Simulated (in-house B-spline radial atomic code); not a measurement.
Inner levels of hafnium as electrons are removed. A shift is the extra binding of the orbital against the neutral atom ([Xe] 4f14 5d3/2(2) 6s2). The density at the nucleus is averaged over the nuclear charge. Computed with a radial B-spline atomic code at the basis-set limit: Dirac-Hartree-Fock, jj configuration that fills j = l - 1/2 first, finite nuclei.

A number in brackets counts the electrons of a j subshell.

```json
{"ion": "Hf49+", "configuration": "[Ar] 3d3/2(4) 3d5/2(1)", "shift of 2s1/2 (eV)": "2910.94", "shift of 3s1/2 (eV)": "2608.09", "shift of 2p3/2 (eV)": "2911.19", "radius of 2s1/2 (bohr)": "0.079264", "radius of 3s1/2 (bohr)": "0.1989", "radius of 2p3/2 (bohr)": "0.073282", "Σ<r²> (bohr²)": "0.58778", "change of density at nucleus (bohr⁻³)": "-3913.39"}
{"ion": "Hf50+", "configuration": "[Ar] 3d3/2(4)", "shift of 2s1/2 (eV)": "3070.37", "shift of 3s1/2 (eV)": "2727.78", "shift of 2p3/2 (eV)": "3069.69", "radius of 2s1/2 (bohr)": "0.079204", "radius of 3s1/2 (bohr)": "0.19794", "radius of 2p3/2 (bohr)": "0.073198", "Σ<r²> (bohr²)": "0.54504", "change of density at nucleus (bohr⁻³)": "-3342.41"}
{"ion": "Hf51+", "configuration": "[Ar] 3d3/2(3)", "shift of 2s1/2 (eV)": "3235.17", "shift of 3s1/2 (eV)": "2849.73", "shift of 2p3/2 (eV)": "3237.12", "radius of 2s1/2 (bohr)": "0.079136", "radius of 3s1/2 (bohr)": "0.19696", "radius of 2p3/2 (bohr)": "0.073125", "Σ<r²> (bohr²)": "0.50479", "change of density at nucleus (bohr⁻³)": "-2725.53"}
{"ion": "Hf52+", "configuration": "[Ar] 3d3/2(2)", "shift of 2s1/2 (eV)": "?", "shift of 3s1/2 (eV)": "?", "shift of 2p3/2 (eV)": "?", "radius of 2s1/2 (bohr)": "?", "radius of 3s1/2 (bohr)": "?", "radius of 2p3/2 (bohr)": "?", "Σ<r²> (bohr²)": "?", "change of density at nucleus (bohr⁻³)": "?"}
{"ion": "Hf53+", "configuration": "[Ar] 3d3/2(1)", "shift of 2s1/2 (eV)": "3570.96", "shift of 3s1/2 (eV)": "3097.17", "shift of 2p3/2 (eV)": "3578.51", "radius of 2s1/2 (bohr)": "0.078994", "radius of 3s1/2 (bohr)": "0.19501", "radius of 2p3/2 (bohr)": "0.072972", "Σ<r²> (bohr²)": "0.42787", "change of density at nucleus (bohr⁻³)": "-1454.29"}
{"ion": "Hf54+", "configuration": "[Ne] 3s2 3p6", "shift of 2s1/2 (eV)": "?", "shift of 3s1/2 (eV)": "?", "shift of 2p3/2 (eV)": "?", "radius of 2s1/2 (bohr)": "?", "radius of 3s1/2 (bohr)": "?", "radius of 2p3/2 (bohr)": "?", "Σ<r²> (bohr²)": "?", "change of density at nucleus (bohr⁻³)": "?"}
{"ion": "Hf55+", "configuration": "[Ne] 3s2 3p1/2(2) 3p3/2(3)", "shift of 2s1/2 (eV)": "3897.66", "shift of 3s1/2 (eV)": "3333.06", "shift of 2p3/2 (eV)": "3907.95", "radius of 2s1/2 (bohr)": "0.078846", "radius of 3s1/2 (bohr)": "0.19331", "radius of 2p3/2 (bohr)": "0.072886", "Σ<r²> (bohr²)": "0.34453", "change of density at nucleus (bohr⁻³)": "-83.25"}
{"ion": "Hf56+", "configuration": "[Ne] 3s2 3p1/2(2) 3p3/2(2)", "shift of 2s1/2 (eV)": "4054.75", "shift of 3s1/2 (eV)": "3444.24", "shift of 2p3/2 (eV)": "4064.85", "radius of 2s1/2 (bohr)": "0.078771", "radius of 3s1/2 (bohr)": "0.19257", "radius of 2p3/2 (bohr)": "0.072811", "Σ<r²> (bohr²)": "0.29888", "change of density at nucleus (bohr⁻³)": "643.87"}
{"ion": "Hf57+", "configuration": "[Ne] 3s2 3p1/2(2) 3p3/2(1)", "shift of 2s1/2 (eV)": "4213.22", "shift of 3s1/2 (eV)": "3556.2", "shift of 2p3/2 (eV)": "4223.15", "radius of 2s1/2 (bohr)": "0.078695", "radius of 3s1/2 (bohr)": "0.19184", "radius of 2p3/2 (bohr)": "0.072734", "Σ<r²> (bohr²)": "0.25412", "change of density at nucleus (bohr⁻³)": "1381.52"}
{"ion": "Hf58+", "configuration": "[Ne] 3s2 3p1/2(2)", "shift of 2s1/2 (eV)": "4373.06", "shift of 3s1/2 (eV)": "3668.96", "shift of 2p3/2 (eV)": "4382.84", "radius of 2s1/2 (bohr)": "0.078618", "radius of 3s1/2 (bohr)": "0.19112", "radius of 2p3/2 (bohr)": "0.072656", "Σ<r²> (bohr²)": "0.21025", "change of density at nucleus (bohr⁻³)": "2129.74"}
{"ion": "Hf59+", "configuration": "[Ne] 3s2 3p1/2(1)", "shift of 2s1/2 (eV)": "?", "shift of 3s1/2 (eV)": "?", "shift of 2p3/2 (eV)": "?", "radius of 2s1/2 (bohr)": "?", "radius of 3s1/2 (bohr)": "?", "radius of 2p3/2 (bohr)": "?", "Σ<r²> (bohr²)": "?", "change of density at nucleus (bohr⁻³)": "?"}
{"ion": "Hf60+", "configuration": "[Ne] 3s2", "shift of 2s1/2 (eV)": "4712.94", "shift of 3s1/2 (eV)": "3904.29", "shift of 2p3/2 (eV)": "4730.35", "radius of 2s1/2 (bohr)": "0.078426", "radius of 3s1/2 (bohr)": "0.1896", "radius of 2p3/2 (bohr)": "0.072445", "Σ<r²> (bohr²)": "0.13365", "change of density at nucleus (bohr⁻³)": "1553.48"}
{"ion": "Hf61+", "configuration": "[Ne] 3s1", "shift of 2s1/2 (eV)": "4869.6", "shift of 3s1/2 (eV)": "4033.06", "shift of 2p3/2 (eV)": "4893.82", "radius of 2s1/2 (bohr)": "0.078424", "radius of 3s1/2 (bohr)": "0.18877", "radius of 2p3/2 (bohr)": "0.072363", "Σ<r²> (bohr²)": "0.092159", "change of density at nucleus (bohr⁻³)": "-16091.2"}
```

(1) Fill in the row of Hf52+.

(2) Fill in the row of Hf54+.

(3) Fill in the row of Hf59+.

## Answers

(1) shift of 2s1/2 (eV): 3402.04; shift of 3s1/2 (eV): 2972.86; shift of 2p3/2 (eV): 3406.73; radius of 2s1/2 (bohr): 0.079066; radius of 3s1/2 (bohr): 0.19598; radius of 2p3/2 (bohr): 0.07305; Σ<r²> (bohr²): 0.46575; change of density at nucleus (bohr⁻³): -2096.17.

(2) shift of 2s1/2 (eV): 3741.94; shift of 3s1/2 (eV): 3222.67; shift of 2p3/2 (eV): 3752.45; radius of 2s1/2 (bohr): 0.07892; radius of 3s1/2 (bohr): 0.19405; radius of 2p3/2 (bohr): 0.072893; Σ<r²> (bohr²): 0.3911; change of density at nucleus (bohr⁻³): -799.84.

(3) shift of 2s1/2 (eV): 4542.25; shift of 3s1/2 (eV): 3786.19; shift of 2p3/2 (eV): 4555.81; radius of 2s1/2 (bohr): 0.078522; radius of 3s1/2 (bohr): 0.19036; radius of 2p3/2 (bohr): 0.072551; Σ<r²> (bohr²): 0.17155; change of density at nucleus (bohr⁻³): 1850.29.
